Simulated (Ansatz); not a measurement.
C2H7NSSi, SMILES `N/C=C/[SiH2]S`. Total charge 0; spin multiplicity 1. The structure was optimised at the PBE0-D4/def2-TZVP level. It is one conformer, not always the lowest.

```xyz
12

N    -0.902   -2.364   -0.471
C    -0.198   -1.198   -0.477
C    -0.210   -0.243    0.469
Si    0.847    1.238    0.327
S    -0.423    2.967    0.154
H    -1.646   -2.474    0.196
H    -1.006   -2.872   -1.329
H     0.454   -1.095   -1.342
H    -0.875   -0.361    1.323
H     1.709    1.080   -0.878
H     1.727    1.474    1.505
H     0.523    3.847    0.522
```

Problem. What is the dipole moment at B3LYP/def2-TZVPP? (An estimate is asked.)

Solution. The calculation gave: 3.22 D, with components (-0.75, -3.03, -0.78) D in this frame, pointing from negative to positive charge.

Problem. And with PBE, r2SCAN, ωB97M-V? (An estimate is asked.)

Solution. Ansatz gave: PBE 3.33 D, r2SCAN 3.33 D, ωB97M-V 3.18 D.

Problem. Give the Mulliken charges with B3LYP, PBE, ωB97M-V in def2-TZVPP. (An estimate is asked.)

Solution. Computed: 
| atom | B3LYP | PBE | ωB97M-V |
| --- | --- | --- | --- |
| N1 | -0.27 | -0.25 | -0.23 |
| C2 | 0.07 | 0.04 | 0.11 |
| C3 | -0.29 | -0.23 | -0.34 |
| Si4 | 0.40 | 0.30 | 0.31 |
| S5 | -0.30 | -0.28 | -0.28 |
| H6 | 0.16 | 0.17 | 0.13 |
| H7 | 0.16 | 0.17 | 0.13 |
| H8 | 0.09 | 0.08 | 0.09 |
| H9 | 0.05 | 0.04 | 0.06 |
| H10 | -0.10 | -0.08 | -0.05 |
| H11 | -0.09 | -0.07 | -0.04 |
| H12 | 0.10 | 0.11 | 0.11 |

B3LYP here is the variant with VWN-RPA as its local correlation; programs differ in this.
